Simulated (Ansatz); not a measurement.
`O[SiH2][SiH](Cl)Cl` + HCl → `Cl[SiH](Cl)Cl` + `O[SiH3]` at 400 K and 1 bar (cleavage of the Si–Si bond).

Isolated molecules relaxed with PBE0-D4/def2-TZVP in Ansatz; ΔE leaves out vibrations. CBS: MP2 limit from def2 TZ/QZ plus the TZ coupled-cluster correction, frozen cores. This one scheme is used for every species. Each species was taken in one conformer, which may not be the lowest.

```json
{"species": "`O[SiH2][SiH](Cl)Cl`", "CCSD(T)/CBS energy (Eh)": "-1575.43809", "H − E (kJ/mol)": "152.6", "S (J/(mol·K))": "424.5"}
{"species": "HCl", "CCSD(T)/CBS energy (Eh)": "-460.38127", "H − E (kJ/mol)": "29.6", "S (J/(mol·K))": "195.4"}
{"species": "`Cl[SiH](Cl)Cl`", "CCSD(T)/CBS energy (Eh)": "-1669.16736", "H − E (kJ/mol)": "61.5", "S (J/(mol·K))": "337.8"}
{"species": "`O[SiH3]`", "CCSD(T)/CBS energy (Eh)": "-366.69042", "H − E (kJ/mol)": "120.0", "S (J/(mol·K))": "276.4"}
```

H − E and S are ideal-gas, rigid-rotor, harmonic terms from PBE0-D4/def2-TZVP, for one conformer and one mirror image of each species. 1 Eh = 2625.50 kJ/mol, R = 8.31446 J/(mol·K).

By hand: ΔE, ΔH, ΔS and ΔG.

ΔE = (-1669.16736) + (-366.69042) − (-1575.43809) − (-460.38127) = -0.03842 Eh = -100.9 kJ/mol. Δ(H − E) = 61.5 + 120.0 − 152.6 − 29.6 = -0.7, so ΔH = -101.6 kJ/mol. ΔS = 337.8 + 276.4 − 424.5 − 195.4 = -5.7 J/(mol·K). ΔG = -101.6 − 400 × (-5.7)/1000 = -99.3 kJ/mol.

By hand: the equilibrium constant, and the temperature at which ΔG would vanish if ΔH and ΔS stayed fixed.

log₁₀ K = −ΔG/(RT ln 10) = 13.0. ΔG = 0 at ΔH/ΔS = 17825 K, far beyond where these terms or the molecules hold.

The number of gas molecules stays the same, so ΔS is small and ΔH decides. A doubt of 5 kJ/mol in ΔE shifts log₁₀ K by 0.7 here. Other conformers and mirror images would add mixing entropy, several J/(mol·K) or more a flexible species. Modes under 60 cm⁻¹, often nearly free rotors, make the harmonic entropy too high. These are equilibria of isolated gas molecules and say nothing of rates. Largest T1 diagnostic: 0.011 (customary marks: 0.02 for closed shells, 0.045 for open ones).
